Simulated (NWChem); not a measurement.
System: BaCl2 cation, doublet; SMILES of the neutral closed-shell parent [Cl][Ba][Cl]

Here is an NWChem input.

```
start job
memory heap 200 mb stack 900 mb global 1100 mb
charge 1
geometry units angstroms noautoz
  Ba     0.000000     0.000000    -0.989639
  Cl     0.000000     1.336256     1.522839
  Cl     0.000000    -1.336256     1.522839
end
basis spherical
  Ba library def2-svpd
  Cl library def2-svpd
end
ecp
  Ba library def2-ecp
end
dft
  odft
  mult 2
  xc xpbe96 cpbe96
  iterations 150
end
tddft
  cis
  nroots 6
end
task tddft energy
```

In the optimisation the excess spin sits in b2 (C2v, its own frame). Geometry: optimised at PBE0/def2-SVP, spin-unrestricted. This spin state was assumed; another may lie lower. No stability test was run on the SCF state. def2 effective core potentials on Ba; no spin-orbit coupling.

Vertical excitations in the gas phase. Excited states of an open shell can be spin-contaminated.

Question: What results follow from this input? (PBE/def2-SVPD with def2 effective core potentials on Ba, spin-unrestricted, TDA.) Quantities: lowest excitation (eV); oscillator strength of that lowest state; lowest empty minus highest occupied level, either spin (eV).

Answer: 
```
Item                                                         Result
-----------------------------------------------------------  ------
lowest excitation (eV)                                         1.37
oscillator strength of that lowest state                      0.000
lowest empty minus highest occupied level, either spin (eV)    1.05
```
